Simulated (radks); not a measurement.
Problem. Radial electron density D(r) = 4 pi r^2 rho(r) of an atom or ion with 7 electrons. All-electron calculation, scalar-relativistic Kohn-Sham, LDA (Slater exchange, VWN5 correlation), spin-polarised, spherical densities, finite nucleus; Fermi nuclear charge, rms radius of each element as measured or else 0.836 A^(1/3) + 0.57 fm. Program: a radial shooting solver on a logarithmic mesh with Libxc functionals.

| r (bohr) | D(r) (e/bohr) | spin D(r) |
|---|---|---|
| 0.001429 | 6.356 | -0.000212 |
| 0.001731 | 8.621 | 0.000368 |
| 0.002097 | 11.60 | 0.00179 |
| 0.002521 | 15.28 | 0.00475 |
| 0.003055 | 20.13 | 0.0111 |
| 0.003701 | 26.15 | 0.0241 |
| 0.004449 | 33.07 | 0.0484 |
| 0.00539 | 41.40 | 0.0969 |
| 0.006531 | 50.56 | 0.189 |
| 0.007914 | 59.91 | 0.362 |
| 0.009513 | 68.14 | 0.659 |
| 0.01153 | 74.71 | 1.21 |
| 0.01397 | 77.86 | 2.15 |
| 0.01679 | 76.70 | 3.64 |
| 0.02034 | 71.05 | 6.07 |
| 0.02465 | 62.22 | 9.70 |
| 0.02986 | 53.15 | 14.7 |
| 0.0359 | 47.56 | 20.6 |
| 0.04349 | 47.31 | 27.2 |
| 0.0527 | 52.04 | 32.7 |
| 0.06335 | 57.15 | 35.1 |
| 0.07676 | 57.28 | 33.1 |
| 0.093 | 48.68 | 26.4 |
| 0.1127 | 33.44 | 17.3 |
| 0.1355 | 18.33 | 9.16 |
| 0.1641 | 7.252 | 3.56 |
| 0.1989 | 1.992 | 0.974 |
| 0.239 | 0.3830 | 0.189 |
| 0.2896 | 0.04105 | 0.0207 |

What is the nuclear charge?

Solution. Z = 62. The innermost maximum, from 1s, lies near gamma/Z bohr with gamma = sqrt(1 - (Z/c)^2) = 0.892, here 0.0144 bohr (found: 0.0145), and its height grows with Z. The density is that of the samarium ion Sm55+ in [He] 2s2 2p3; the configuration itself is not fixed sharply by these data, and Z only to a few units. D(r) has 2 maxima, at r = 0.0145, 0.0703 bohr, and minima at 0.0398 bohr, inside which lie 2.21 electrons.
